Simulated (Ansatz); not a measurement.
Isolated molecules relaxed with PBE0-D4/def2-TZVP in Ansatz; ΔE leaves out vibrations. CBS: MP2 limit from def2 TZ/QZ plus the TZ coupled-cluster correction, frozen cores. This one scheme is used for every species. DFT in def2-TZVPP. B3LYP here is the variant with VWN-RPA as its local correlation; programs differ in this. Elements past krypton have def2 core potentials. For Br, Sn outer-core shells are correlated without core-valence functions, which leaves a few kJ/mol of doubt a bond. Scalar relativity is left out up to krypton. Each species was taken in one conformer, which may not be the lowest.

Reaction (ligand exchange at the Sn–Br bond): `[OH][SnH]([F])[Br]` + NH₃ → `[NH2][SnH]([OH])[F]` + HBr

```
             level  ΔE (kcal/mol)  difference from CCSD(T)/CBS
           BLYP-D4           23.4                         -0.2
          B3LYP-D4           24.0                          0.4
          BHLYP-D4           25.1                          1.5
           ωB97X-V           23.2                         -0.4
          PBE-QIDH           24.0                          0.4
               PBE           23.8                          0.2
              BLYP           23.4                         -0.2
            r2SCAN           24.5                          0.9
              PBE0           24.5                          0.9
         CAM-B3LYP           22.7                         -0.9
           LC-ωPBE           22.5                         -1.1
      MP2/def2-SVP           23.4                         -0.2
     CCSD/def2-SVP           22.9                         -0.7
  CCSD(T)/def2-SVP           22.7                         -0.9
SCS-MP2/def2-TZVPP           22.1                         -1.5
   CCSD/def2-TZVPP           22.0                         -1.6
       CCSD(T)/CBS           23.6                            0
```

Largest T1 diagnostic among the species: 0.014.

At CCSD(T), def2-SVP lies −0.9 kcal/mol from the extrapolated value and def2-TZVPP −1.9 kcal/mol. In def2-TZVPP, CCSD(T) changes the Hartree–Fock value by −3.9 kcal/mol (the triples alone add −0.2 kcal/mol) and MP2 by −3.3 kcal/mol. Leaving LDA and LC-ωPBE aside and taking each functional with its dispersion term where it has one, the values, not all of them listed here, spread over 2.3 kcal/mol, from CAM-B3LYP-D4 to BHLYP-D4. LDA lies −1.6 kcal/mol from PBE without D4.

CCSD(T)/CBS has its own doubt, a few kJ/mol and more with outer-core shells, so smaller differences from it don't rank the levels.
